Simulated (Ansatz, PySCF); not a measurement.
The pair A = CH4 (SMILES C) (first 5 atoms), B = CH5N (SMILES CN); geometry from B3LYP-D3(BJ)/def2-TZVP.
(charge 0, multiplicity 1):
```xyz
12

C     -0.0054    -0.0447    -0.3855
H      0.1006     0.3451    -1.3967
H     -0.2579    -1.1034    -0.4329
H      0.9317     0.0832     0.1541
H     -0.7970     0.4980     0.1297
C     -0.1618     0.7458     3.3650
N      0.0730    -0.6886     3.2094
H      0.2256     1.0712     4.3318
H     -1.2365     0.9354     3.3676
H      0.2893     1.3790     2.5888
H      1.0651    -0.8928     3.2170
H     -0.2861    -1.0139     2.3203
```

Frozen-core correlation. CBS(a, b) extrapolates the correlation energy as X⁻³ and adds the Hartree–Fock energy of set b. MP2 and its Hartree–Fock in aug-cc-pVTZ are density fitted.

Run with Ansatz (Gaussian orbitals); PySCF for the dispersion terms. Each number belongs to the level named beside it.

The monomers are drawn apart, rigid, along the line of their centres of mass. Counterpoise-corrected interaction energies (kcal/mol):

```
level                                                     R = 4.804 Å  R = 5.959 Å
--------------------------------------------------------  -----------  -----------
PBE/def2-TZVPPD                                               -0.1782      -0.0319
PBE-D3(BJ)/def2-TZVPPD                                        -0.4451      -0.1058
wB97M-V/def2-TZVPPD                                           -0.3014      -0.0853
MP2/CBS(aug-cc-pVDZ, aug-cc-pVTZ) + ΔCCSD(T)/aug-cc-pVDZ      -0.3097      -0.0822
```

R is the distance of the centres of mass. Find the local exponent m of E ∝ R⁻ᵐ between the two points.


m = ln(E₁/E₂)/ln(R₂/R₁): PBE/def2-TZVPPD 8.0; PBE-D3(BJ)/def2-TZVPPD 6.7; wB97M-V/def2-TZVPPD 5.9; MP2/CBS(aug-cc-pVDZ, aug-cc-pVTZ) + ΔCCSD(T)/aug-cc-pVDZ 6.2. For scale, two fixed dipoles give m = 3, dipole and quadrupole 4, quadrupoles 5, and dispersion or dipole-induced dipole 6 at long range; at these distances several terms mix, and what is left of overlap and damping shifts m, so it need not match one of them.

Ansatz is a quantum-chemistry and plane-wave program.
